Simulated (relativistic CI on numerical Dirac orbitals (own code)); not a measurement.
How the errors of a small relativistic CI change along the 24-electron sequence

Levels calculated with a relativistic CI code on KLI orbitals, against measured ones, in five cumulative steps: (1) Dirac-Coulomb, each configuration alone; (2) with Breit and QED terms; (3) with configuration mixing; (4) with scaled Slater integrals; (5) with a P86 correlation estimate. Each ion has its own short list of configurations; levels above 2,000 cm⁻¹ that pair in every step are counted, and ions without enough such levels are left out. The scale is 0.85 up to charge 4 and 0.9 beyond; P86 is a density functional added for each configuration.

Median relative error (%):

```tsv
Ion	Ground	Levels	(1)	(2)	(3)	(4)	(5)
Cr	3d5 4s	38	31.1	31.0	33.3	37.0	25.7
Mn+	3d5 4s	17	18.0	17.9	16.6	7.6	4.9
Fe2+	3d6	61	11.3	11.0	12.6	6.9	2.0
Co3+	3d6	38	16.1	16.1	16.6	2.7	1.0
Ni4+	3s2 3d6	64	2.4	2.2	2.0	2.4	1.5
Cu5+	3s2 3d6	60	3.0	2.9	2.7	1.5	1.1
Zn6+	3s2 3d6	54	1.6	1.5	1.7	0.9	0.9
```

Mean absolute error (cm⁻¹):

```
 Ion   (1)   (2)   (3)   (4)   (5)
  Cr  6267  6264  5824  5886  4086
 Mn+  6426  6372  5723  3355  2004
Fe2+  5847  5735  5455  3916  1229
Co3+  6100  6010  6040  1743   911
Ni4+  4419  4342  3873  3324  1854
Cu5+  6056  5915  5253  2889  1924
Zn6+  4563  4477  4339  2739  2232
```

In step (3), fully ab initio, the relative error is 33.3 % for Cr and 1.7 % for Zn6+, while the absolute error goes from 5824 to 4339 cm⁻¹. The relative error falls from the first to the last ion but not steadily, and the ground configuration changes on the way. The sets of levels differ from ion to ion, which blurs the trend. Mixing (step 3) lowers the mean absolute error for 6 of the 7 ions and scaling (step 4) for 6. The P86 step changes the mean absolute error by a factor of 0.7 for the first ion and 0.8 for the last.

Sources of the measured levels: Cr, NIST Handbook of Basic Atomic Spectroscopic Data (Sansonetti and Martin, J. Phys. Chem. Ref. Data 34, 1559 (2005)); Mn+, NIST Handbook of Basic Atomic Spectroscopic Data (Sansonetti and Martin, J. Phys. Chem. Ref. Data 34, 1559 (2005)); Fe2+, Corliss and Sugar, J. Phys. Chem. Ref. Data 11, 135 (1982); Co3+, Sugar and Corliss, J. Phys. Chem. Ref. Data 10, 1097 (1981); Ni4+, Corliss and Sugar, J. Phys. Chem. Ref. Data 10, 197 (1981); Cu5+, Sugar and Musgrove, J. Phys. Chem. Ref. Data 19, 527 (1990); Zn6+, Sugar and Musgrove, J. Phys. Chem. Ref. Data 24, 1803 (1995).
